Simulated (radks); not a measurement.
Results of a calculation; reference values are marked as such.
Spin polarisation of the 3p5 shell in the argon ion Ar+. Start: [Ne] 3s2 3p(up 2.5, down 2.5); electrons of 3p are moved from spin down to spin up, other shells keep equal spins. Level of theory: non-relativistic Kohn-Sham, TPSS, spin-polarised, spherical densities, point nucleus; meta-GGA in the generalised Kohn-Sham scheme (a radial shooting solver on a logarithmic mesh with Libxc functionals).

\begin{tabular}{lrrrr}
moment (Bohr magnetons) & E - E(0) (eV) & e(3p up) (eV) & e(3p down) (eV) & 3s down minus up (eV) \\ \hline
0 & 0.000 & -22.276 & -22.276 & 0.000 \\
0.25 & -0.018 & -22.418 & -22.129 & 0.316 \\
0.5 & -0.072 & -22.554 & -21.977 & 0.633 \\
0.75 & -0.162 & -22.686 & -21.819 & 0.951 \\
1 & -0.289 & -22.812 & -21.655 & 1.269 \\
\end{tabular}

At moment 1 the spin-polarisation energy is -0.289 eV and the 3p exchange splitting 1.157 eV, that is 1.157 eV per Bohr magneton; E = -I m^2/4 would give I = 1.156 eV.
